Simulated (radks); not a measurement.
Numerical settings for the lead ion Pb2+, [Hg]. Calculated with a radial shooting solver on a logarithmic mesh with Libxc functionals: scalar-relativistic Kohn-Sham, r2SCAN, spin-polarised, spherical densities, finite nucleus; meta-GGA in the generalised Kohn-Sham scheme; Fermi nuclear charge, rms radius 5.5012 fm. The defaults (mesh step 0.008 in ln r, mesh end at 40 bohr or more with all orbitals vanishing there, Anderson mixing 0.5 over 9 steps, residual threshold near 1e-9 with the energy settled to 1e-9 hartree or 1e-11 of itself, here a cap of 85 iterations) give E = -20877.774 hartree and 6s at -27.648 eV in 12 iterations. Run on one thread of a shared host, so times are rough (Arm Neoverse V2): 0.25 s of CPU time, 0.25 s wall, 12 iterations on 2299 mesh points. Changes against that run (0 stands for a change within the tolerance of the run):

setting                    iterations  converged  E (mhartree)  e(6s) (meV)  CPU (s)
mesh step in ln r 0.2               4         no      diverged            -     0.02
mesh step in ln r 0.02             12        yes        -0.253            0     0.11
mesh step in ln r 0.012            12        yes      -0.00755            0     0.17
mesh end (bohr) 400                12        yes             0            0     0.25
mesh end (bohr) 12                 12        yes             0            0     0.24
residual threshold 0.1             10        yes             0       +0.453     0.22
residual threshold 1e-05           10        yes             0       +0.453     0.22
mixing 2.5                         15        yes             0      +0.0487     0.31
linear mixing, mixing 1            85         no     +4.14e+05     -8.3e+05      4.2
linear mixing, mixing 0.8          67        yes             0      +0.0218      1.3
mixing history 2                   14        yes             0      +0.0368     0.28
iteration cap 5                     5         no         +11.8        +92.2     0.12

No run marked as converged misses the energy by more than 1 mhartree. A mesh that ends early acts as a hard wall.
